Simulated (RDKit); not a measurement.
Input for RDKit: MMFF94 on C3H9ClSi (SMILES C[Si](C)(C)Cl).

```python
from rdkit import Chem
from rdkit.Chem import AllChem, rdDetermineBonds

blocks = [
'''14

Si    0.14768175    0.13267699    0.35356880
C    -0.93262777    1.48578194   -0.34307420
C     1.60211350   -0.22180313   -0.76099152
C    -0.83623316   -1.41385210    0.70489751
Cl    0.90963479    0.81722161    2.17766042
H    -1.35794294    1.17700071   -1.30163728
H    -1.75566688    1.71743959    0.33495258
H    -0.35927712    2.40010104   -0.50453183
H     2.25222087   -0.98256138   -0.32580928
H     1.25684133   -0.58451572   -1.73274717
H     2.19702247    0.67799459   -0.92598759
H    -1.25849596   -1.81420246   -0.22057322
H    -1.65844131   -1.20684923    1.39184719
H    -0.20682959   -2.18473245    1.15252560
''',
]
mol = None
for b in blocks:
    f = Chem.MolFromXYZBlock(b)
    rdDetermineBonds.DetermineBonds(f, charge=0)
    mol = f if mol is None else Chem.CombineMols(mol, f)
Chem.SanitizeMol(mol)
print(Chem.MolToSmiles(Chem.RemoveHs(mol)))
ff = AllChem.MMFFGetMoleculeForceField(mol, AllChem.MMFFGetMoleculeProperties(mol), nonBondedThresh=100.0, ignoreInterfragInteractions=False)
e = ff.CalcEnergy()
print(f'MMFF94 energy {e:.6f} kcal/mol')
```

The log:

```
C[Si](C)(C)Cl
MMFF94 energy -0.030241 kcal/mol
```

The run finished.

Cost: very roughly 0.04 core-seconds.
